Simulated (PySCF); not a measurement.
Heteronuclear NMR

Numbering as in the mapped SMILES `[CH2:1]=[CH:2][C@@H:3]([N:4]=[CH2:5])[O:6][SiH2:7][C:8]#[N:9]`; H(Xn) means a hydrogen on atom n. Ha(C1), Ha(C5) are cis to C3; Ha(Si7) is pro-R; Hb(Si7) is pro-S; Hb(C1), Hb(C5) are trans to C3.

- GFN2-xTB structure
- shielding tensors at PBE0/pcSseg-1 (GIAO)
- run in PySCF 2.14
- non-relativistic Hamiltonian, one conformer, isolated molecule

Problem. Predict the $^{29}$Si NMR data.

Solution. 
```
atoms                  environment  σ (ppm)  δ (ppm)
  Si7  silicon bonded to C, O, 2 H    413.9    -60.3
```

Shieldings were converted by a linear fit to measured shifts: $^{29}$Si: δ = 279.94 − 0.822σ (rms 8.9 ppm, 72 shifts, 25.8 ppm with the 6 outliers that the fit left out vs TMS, solution or neat liquid). A few per cent of atoms miss by over 2 rms, more outside the fitted compound classes.

On a 300 MHz spectrometer $^{29}$Si resonates near 59.6 MHz, so 1 ppm is 59.6 Hz.

Problem. Where does $^{15}$N resonate?

Solution. 
```json
{"atoms": "N4", "environment": "imine nitrogen", "σ (ppm)": "-133.3", "δ (ppm)": "-25.3"}
{"atoms": "N9", "environment": "nitrile nitrogen", "σ (ppm)": "-87.1", "δ (ppm)": "-67.8"}
```

Shieldings were converted by a linear fit to measured shifts: $^{15}$N: δ = -148.07 − 0.921σ (rms 6.3 ppm, 71 shifts vs CH3NO2, solution or neat liquid). A few per cent of atoms miss by over 2 rms, more outside the fitted compound classes.

On a 600 MHz spectrometer $^{15}$N resonates near 60.8 MHz, so 1 ppm is 60.8 Hz.

Problem. What are the $^{17}$O shifts?

Solution. 
```
atoms             environment  σ (ppm)  δ (ppm)
   O6  oxygen bonded to C, Si    266.0     24.4
```

Shieldings were converted by a linear fit to measured shifts: $^{17}$O: δ = 266.70 − 0.911σ (rms 10.7 ppm, 155 shifts, 12.2 ppm with the 3 outliers that the fit left out vs liquid water, solution or neat liquid). A few per cent of atoms miss by over 2 rms, more outside the fitted compound classes.

On a 600 MHz spectrometer $^{17}$O resonates near 81.3 MHz, so 1 ppm is 81.3 Hz.
